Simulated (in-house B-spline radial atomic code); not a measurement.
Values are calculated unless marked as measured or tabulated.
How size changes two electrons in a hard-walled Ge dot

For Ge the NSM archive of the Ioffe Institute lists m_l = 1.6 m0, m_t = 0.08 m0 and ε = 16.2; the model takes one isotropic valley with the conductivity mass 3/(1/m_l + 2/m_t) = 0.117 m0, and so misses anisotropy and the other valleys. All triplets below are those of one valley; with several valleys two electrons can form a triplet in the 1s orbital itself, at an energy set by the valley splitting.

Effective-mass model with parabolic bands, a uniform dielectric constant, no image charges, no central-cell or spin-orbit terms. Two-electron levels come from full CI in B-splines with partial waves to l = 5 (up to 0.001 effective hartree above the limit).

Ha* = 12.13 meV, a* = 7.327 nm.

```csv
R (nm),s-p spacing (meV),J_ss (meV),"charging energy, CI (meV)","gap to the lowest triplet, CI (meV)",leading natural occupation
6.94,69.8,22.9,22.1,63.7,1.993
9.31,38.8,17.1,16.3,34.4,1.988
12.5,21.7,12.7,12,18.5,1.980
16.6,12.1,9.55,8.83,9.9,1.967
22.3,6.77,7.13,6.44,5.21,1.946
29.8,3.78,5.32,4.68,2.7,1.913
39.9,2.11,3.98,3.38,1.39,1.866
53.5,1.17,2.97,2.43,0.702,1.801
71.6,0.656,2.22,1.74,0.352,1.718
96,0.365,1.65,1.23,0.175,1.615
```

Q: With what end-to-end powers of R do the columns change between the first and last rows?

A: Spacing -2.00, J_ss -1.00, charging energy -1.10, triplet gap -2.24. Kinetic energy scales as 1/R² and repulsion as 1/R, so repulsion wins in large dots and, with correlation, bends the charging energy and the triplet gap away from these laws.

Q: Where does repulsion overtake the orbital spacing, and what happens to the ratio of triplet gap to spacing?

A: J_ss passes the spacing between R = 16.6 and 22.3 nm. The ratio goes from 0.91 to 0.48, while the leading occupation goes from 1.993 to 1.615.
